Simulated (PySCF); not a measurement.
These 3 structures share the formula C2H9NSi. Method: PBE0-D3(BJ)/def2-SVP geometry optimisation, gas phase in PySCF 2.14.0. One conformer each; no zero-point energy, no entropy. No frequencies were run at this level. Point groups hold within 0.08 Å.

**Question.** Rank from lowest to highest electronic energy at this level (kJ/mol).
A. `[CH3:1][CH2:2][NH:3][SiH3:4]` with C1–C2–N3–Si4 -148°
B. `CN(C)[SiH3]`
C. `[NH2:1][CH2:2][CH2:3][SiH3:4]` with H–N1–C2–C3 69° and -171°, N1–C2–C3–Si4 45°

**Answer.** A (0.0), B (29.5), C (42.5).

As drawn, the highest has an Si–C bond, which the lowest lacks.

```json
{"SMILES": "CCN[SiH3]", "E (Eh)": "-425.40800", "E rel (kJ/mol)": "0.0", "dipole (D)": "1.24", "point group": "C1", "A, B, C (MHz)": "21089, 2422, 2361"}
{"SMILES": "CN(C)[SiH3]", "E (Eh)": "-425.39677", "E rel (kJ/mol)": "29.5", "dipole (D)": "0.95", "point group": "–", "A, B, C (MHz)": "8414, 4410, 3123"}
{"SMILES": "NCC[SiH3]", "E (Eh)": "-425.39180", "E rel (kJ/mol)": "42.5", "dipole (D)": "2.44", "point group": "C1", "A, B, C (MHz)": "10017, 3531, 2914"}
```

**Question.** How do the relative energies change in single points at PBE0/pcSseg-1 (no added dispersion term) on the same geometries?

**Answer.** 
```json
{"SMILES": "CCN[SiH3]", "PBE0-D3(BJ)/def2-SVP (kJ/mol)": "0.0", "PBE0/pcSseg-1 (kJ/mol)": "0.0", "shift": "0.0"}
{"SMILES": "CN(C)[SiH3]", "PBE0-D3(BJ)/def2-SVP (kJ/mol)": "29.5", "PBE0/pcSseg-1 (kJ/mol)": "32.1", "shift": "+2.6"}
{"SMILES": "NCC[SiH3]", "PBE0-D3(BJ)/def2-SVP (kJ/mol)": "42.5", "PBE0/pcSseg-1 (kJ/mol)": "44.3", "shift": "+1.8"}
```

Each column counts from its own lowest isomer. The order is unchanged; the largest shift is 2.6 kJ/mol.
